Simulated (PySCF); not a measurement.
Mo(OH)4 holds Mo(IV), d2, at total charge 0. The structure is a PBE0-D3(BJ)/def2-TZVP geometry optimised for multiplicity 3; coordination tetrahedral, point group C1, metal–donor distances 1.88–1.92 Å.

The d shell alone is too small an active space for Mo(OH)4 (an active orbital has only 0.57 squared overlap with the free ion's shell): its levels, fitted parameters, g values and moments show what this model gives and aren't sound predictions.

```
9

Mo    0.0000    0.0000    0.0000
O     1.2869    0.9524    0.9879
H     2.2244    0.7855    0.8470
O     0.9913   -1.0388   -1.2663
H     0.7875   -0.8000   -2.1781
O    -0.9280   -1.3180    0.9721
H    -0.7216   -2.2462    0.8188
O    -0.8511    0.8597   -1.4722
H    -1.5358    1.5146   -1.3095
```

Method (PySCF 2.14, density fitting): CASSCF(2,5) with orbitals averaged over all microstates of the shell, strongly contracted NEVPT2 on the averaged canonical orbitals; basis x2c-TZVPall on the metal, x2c-SVPall elsewhere; spin-free X2C; gas phase; spin-orbit coupling by state interaction with the mean-field operator over all roots.

Question: Which term lies lowest, and with what spin?

Answer: 3A2-like (S = 1, orbital degeneracy 1), with 2.0 electrons in the lower (e-type) set and 0.0 in the upper (t2-type) set, by NEVPT2.

Question: List the excited states of the same spin.

Answer: By NEVPT2, the lowest six: 3T2-like at 16956 cm⁻¹ (590 nm); 3T2-like at 19979 cm⁻¹ (501 nm); 3T2-like at 21096 cm⁻¹ (474 nm); 3T1-like at 22145 cm⁻¹ (452 nm); 3T1-like at 25217 cm⁻¹ (397 nm); 3T1-like at 26224 cm⁻¹ (381 nm). The strongest, at 22145 cm⁻¹, has f = 4.6e-03.

Question: Which is the lowest state of another spin?

Answer: 1E-like at 6546 cm⁻¹ by NEVPT2; CASSCF alone puts it at 8810 cm⁻¹ above the same ground state.

Question: What ligand-field parameters describe the result?

Answer: At CASSCF level (the NEVPT2 levels don't fit a ligand-field model well): orbital energies 0, 2503, 18639, 21037, 23542 cm⁻¹; 10Dq = 19822 cm⁻¹ (difference of the means of the two sets); B = 572 cm⁻¹; C = 2671 cm⁻¹; B over its free-ion value at the same level 0.662; the fit misses the states by 573 cm⁻¹ rms, so splittings below that are unsure; ζ = 602 cm⁻¹ (free ion 885).

Question: What magnetic behaviour follows?

Answer: The ground multiplet follows a spin Hamiltonian with S = 1, g = 1.879, 1.886, 1.980, D = 37.02 cm⁻¹, E/|D| = 0.01 (spin-orbit part alone); the lowest levels hold 100 % of the spin-free ground state. μeff is 2.72 μB at 300 K and 1.64 μB at 10 K; the spin-only value is 2.83 μB.

Charge-transfer states lie outside this active space and may come lower than some of these levels. NEVPT2 on the d shell alone tends to put d–d bands too high for such charged or covalently bound ions.

The job took 7.6 s on one thread of Arm Neoverse V2 (shared host), with 139 basis functions, launched as `OMP_NUM_THREADS=1 python lf_run.py task.json out`.
